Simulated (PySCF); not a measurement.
## Selenium: a sound run and one with changed settings

Sound run: Se [Ar] 3d10 4s2 4p4, Se⁺ [Ar] 3d10 4s2 4p3. Computed with PySCF 2.14 in pcseg-2 (6s5p3d1f, 43 functions), with the non-relativistic Hamiltonian (point nucleus). In the sound run the correlated levels freeze [Ar] 3d10. The sound run starts from symmetry-adapted Hartree-Fock orbitals and uses a fine grid where one is needed.

Changed run: the spin-free X2C one-electron Hamiltonian (Gaussian nucleus). This setting is unsound on purpose.

```
species   method  sound run (hartree)  changed run (hartree)  converged
     Se      UHF          -2399.84461            -2421.91035        yes
     Se     TPSS          -2401.46031            -2423.51622        yes
     Se     PBE0          -2401.24672            -2423.30285        yes
     Se      MP2          -2399.94380            -2422.00933        yes
     Se  CCSD(T)          -2399.96641            -2422.03155        yes
    Se⁺      UHF          -2399.52875            -2421.59522        yes
    Se⁺     TPSS          -2401.10370            -2423.16032        yes
    Se⁺     PBE0          -2400.89089            -2422.94773        yes
    Se⁺      MP2          -2399.60380            -2421.66972        yes
    Se⁺  CCSD(T)          -2399.62128            -2421.68681        yes
```

Ionisation energy of Se:

```
 method  sound run (eV)  changed run (eV)
    UHF           8.595             8.575
   TPSS           9.704             9.684
   PBE0           9.683             9.663
    MP2           9.252             9.241
SCS-MP2           9.315             9.305
   CCSD           9.364             9.353
CCSD(T)           9.391             9.381
```

Most of the change in total energy is the relativistic energy itself. On top of that the contraction fixes the core shape for the Hamiltonian it was made with, so the changed run is not a good calculation with the other Hamiltonian either.

For comparison, NIST gives 9.752 eV between the lowest levels.
